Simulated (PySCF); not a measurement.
Spin states of GaN⁺

Unrestricted PBE0; Ga 6-31G(d,p), N 6-31G(d,p); no relativity (PySCF 2.14). Outer shells of the fragments: Ga+ 3d10 4s2; N 2s2 2p3.

Followed along the bond (rough minima from three points):

| 2Ms+1 | unpaired | ⟨S²⟩ at the start | R at minimum (Å) | Te (eV) |
| --- | --- | --- | --- | --- |
| 4 | σ ↑, π ↑↑ | 3.76 | 2.58 | 0.00 |
| 2 | σ ↓, π ↑↑ | 1.77 | 2.15 | 0.97 |

Solutions found at the starting distance of 1.960 Å, counted from the lowest of them; the search is not exhaustive and high or unbound solutions are not listed, so other states can lie among these:

```
2Ms+1   unpaired   term  E (eV)  ⟨S²⟩  ⟨Lz²⟩  μ (D)
    4  σ ↑, π ↑↑    ⁴Σ⁻    0.00  3.76   0.00  -0.47
    2  σ ↓, π ↑↑  mixed    0.67  1.77   0.00  -1.04
    2        π ↑     ²Π    1.94  0.88   1.01  -2.70
    2        π ↑     ²Π    3.56  0.75   1.00   2.36
    4  σ ↑↑, π ↑     ⁴Π    3.81  3.76   1.02  -2.62
    4      π ↑↑↑     ⁴Π    5.01  3.76   1.00  -0.72
```

A term symbol is given only where ⟨S²⟩ and ⟨Lz²⟩ are close to those of a pure state; real π, δ and φ orbitals otherwise mix terms. A positive dipole points towards N; it is taken about the centre of mass and depends on that origin.

Question: Compare the gap between the two lowest followed solutions at the starting distance with the gap between their minima.

Answer: At PBE0 the second solution (Ms = 0.5 of mixed spin, unpaired electrons σ ↓, π ↑↑) lies +0.67 eV from the first (quartet, unpaired electrons σ ↑, π ↑↑) at 1.960 Å and +0.97 eV at the minima; the two curves relax by different amounts, since their minima lie near 2.15 and 2.58 Å.

Spin–orbit coupling is left out. Counting both spins, an empty level lies below a filled one in some of these solutions, because spin and occupation are held.
